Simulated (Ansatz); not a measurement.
Born–Oppenheimer molecular dynamics of AlClFH3S (7 atoms, charge 0, multiplicity 1). It starts at the highest image of a converged band, a first-order saddle point between two minima.

Level of theory: RHF/def2-SVP in Ansatz 0.2.0.

```yaml
ensemble: NVE (velocity Verlet)
time_step: 0.5 fs
steps_asked: 200
starting_velocities_drawn_for: 100 K
seed: 2697
```

First frame:

```xyz
7
Properties=species:S:1:pos:R:3
Al 0.120 -0.405 -0.105
Cl -0.089 0.031 2.241
F 1.635 0.111 -0.519
H -1.155 0.065 -0.869
S 0.198 -2.618 0.631
H -1.106 -2.886 0.493
H 0.029 -1.422 1.914
```

What does the run give?

The run went to its last step.

```
steps done                                               : 200
time covered                                             : 100 fs
mean temperature over the second half                    : 1369 K
spread of the potential energy over the second half      : 26.0 meV per atom
mean potential energy of the second half above the start : -117.3 meV per atom
```

The conserved energy stayed within 0.58 meV per atom of its start (net change -0.48 meV per atom), so the integration is sound. The kinetic energy rose, since the run started high on the potential surface and went downhill. It ends in pieces (AlClFH + H2S), so much of that is their flight and rotation, not heat. A run of 0.1 ps of so small a system gives no equilibrium averages. The orbitals stay closed-shell, which can raise the energy where a bond breaks towards radicals; this wasn't checked here.

What happens to the structure?

Between its relaxed ends the band would form Cl2–H7 and break Al1–Cl2, S5–H7. These pairs go: Cl2–H7 1.49 → 4.25 Å, Al1–Cl2 2.40 → 2.17 Å, S5–H7 1.76 → 1.33 Å. In the last frame they stand as before the step (other bonds may differ from the relaxed reactants and products). Also parted: Al1–S5 2.33 → 3.45 Å. It ends as AlClFH + H2S. Pairs count as bonded within 1.25 times the sum of covalent radii (0.12 Å more for H–H). The details hang on the random start.

How do temperature and energy run in time?


```json
{"time (fs)": "0", "T (K)": "100", "potential energy less start (eV)": "0.000", "conserved less start (meV/atom)": "0.00"}
{"time (fs)": "5", "T (K)": "45", "potential energy less start (eV)": "0.035", "conserved less start (meV/atom)": "0.03"}
{"time (fs)": "10", "T (K)": "90", "potential energy less start (eV)": "0.007", "conserved less start (meV/atom)": "0.04"}
{"time (fs)": "15", "T (K)": "553", "potential energy less start (eV)": "-0.293", "conserved less start (meV/atom)": "-0.08"}
{"time (fs)": "20", "T (K)": "869", "potential energy less start (eV)": "-0.498", "conserved less start (meV/atom)": "-0.18"}
{"time (fs)": "25", "T (K)": "1002", "potential energy less start (eV)": "-0.582", "conserved less start (meV/atom)": "0.14"}
{"time (fs)": "30", "T (K)": "1554", "potential energy less start (eV)": "-0.940", "conserved less start (meV/atom)": "-0.14"}
{"time (fs)": "35", "T (K)": "1436", "potential energy less start (eV)": "-0.864", "conserved less start (meV/atom)": "-0.07"}
{"time (fs)": "40", "T (K)": "1573", "potential energy less start (eV)": "-0.955", "conserved less start (meV/atom)": "-0.43"}
{"time (fs)": "45", "T (K)": "1407", "potential energy less start (eV)": "-0.848", "conserved less start (meV/atom)": "-0.53"}
{"time (fs)": "50", "T (K)": "1203", "potential energy less start (eV)": "-0.712", "conserved less start (meV/atom)": "0.07"}
{"time (fs)": "55", "T (K)": "1282", "potential energy less start (eV)": "-0.762", "conserved less start (meV/atom)": "0.34"}
{"time (fs)": "60", "T (K)": "1347", "potential energy less start (eV)": "-0.805", "conserved less start (meV/atom)": "0.16"}
{"time (fs)": "65", "T (K)": "1861", "potential energy less start (eV)": "-1.141", "conserved less start (meV/atom)": "-0.44"}
{"time (fs)": "70", "T (K)": "1763", "potential energy less start (eV)": "-1.077", "conserved less start (meV/atom)": "-0.23"}
{"time (fs)": "75", "T (K)": "1523", "potential energy less start (eV)": "-0.921", "conserved less start (meV/atom)": "-0.21"}
{"time (fs)": "80", "T (K)": "1209", "potential energy less start (eV)": "-0.719", "conserved less start (meV/atom)": "-0.35"}
{"time (fs)": "85", "T (K)": "771", "potential energy less start (eV)": "-0.432", "conserved less start (meV/atom)": "0.17"}
{"time (fs)": "90", "T (K)": "1014", "potential energy less start (eV)": "-0.589", "conserved less start (meV/atom)": "0.22"}
{"time (fs)": "95", "T (K)": "1175", "potential energy less start (eV)": "-0.694", "conserved less start (meV/atom)": "0.03"}
{"time (fs)": "100", "T (K)": "1561", "potential energy less start (eV)": "-0.947", "conserved less start (meV/atom)": "-0.48"}
```

The run took 3.5 min on 1 thread of Arm Neoverse V2 (shared host), peak memory 0.15 GiB.
